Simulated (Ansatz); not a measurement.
One change: `BC(=C)SC` becomes `BC=C`.

Ansatz, PBE0-D4/def2-TZVP geometries, multiplicity 1. Each molecule was computed in one conformer, which needn't be the lowest.

```tsv
property	`BC(=C)SC`
HOMO–LUMO gap (ωB97M-V/def2-TZVPP) / eV	8.13
HOMO energy (PBE/def2-TZVPP) / eV	-5.24
HOMO energy (PBE0/def2-TZVPP) / eV	-6.25
LUMO energy (PBE0/def2-TZVPP) / eV	-2.19
size of the dipole moment (ωB97M-V/def2-TZVPP) / D	0.40
HOMO energy (ωB97M-V/def2-TZVPP) / eV	-8.34
```

**Question.** What does the change do to each property? (Best estimate.)

**Answer.** The calculation gave: 
```
                                          property  `BC=C`  shift
           HOMO–LUMO gap (ωB97M-V/def2-TZVPP) / eV   10.68   2.55
                 HOMO energy (PBE/def2-TZVPP) / eV   -7.49  -2.25
                HOMO energy (PBE0/def2-TZVPP) / eV   -8.51  -2.26
                LUMO energy (PBE0/def2-TZVPP) / eV   -2.09   0.10
size of the dipole moment (ωB97M-V/def2-TZVPP) / D    1.29   0.89
             HOMO energy (ωB97M-V/def2-TZVPP) / eV  -10.74  -2.40
```

With PBE0 the HOMO falls by 2.26 eV and the LUMO rises by 0.10 eV, so the gap widens by about 2.36 eV. PBE moves the HOMO by -2.25 eV and ωB97M-V by -2.40 eV. Dipoles are sizes alone; their direction can turn.
